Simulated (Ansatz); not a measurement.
Species: C$_{3}$H$_{8}$Si, SMILES `CC(C)=[SiH2]` (charge 0, multiplicity 1).

Problem. Give a relaxed geometry from PBE0-D3(BJ)/def2-TZVP run with Ansatz (an electronic-structure program).

Solution. the end point of this relaxation (outside a Z-matrix the atoms follow the SMILES, hydrogens last).
Z-matrix (Å, degrees):
```
C
C 1 1.4967
H 2 1.0917 1 113.01
H 2 1.0972 3 107.87 1 122.67
H 2 1.0972 3 107.87 4 114.66
C 1 1.4967 2 115.30 3 -179.99
H 6 1.0917 1 113.01 2 179.99
H 6 1.0972 7 107.87 1 -122.67
H 6 1.0972 7 107.87 8 -114.66
Si 1 1.7161 2 122.35 3 -0.01
H 10 1.4787 1 121.71 2 -179.99
H 10 1.4787 11 116.58 1 180.00
```
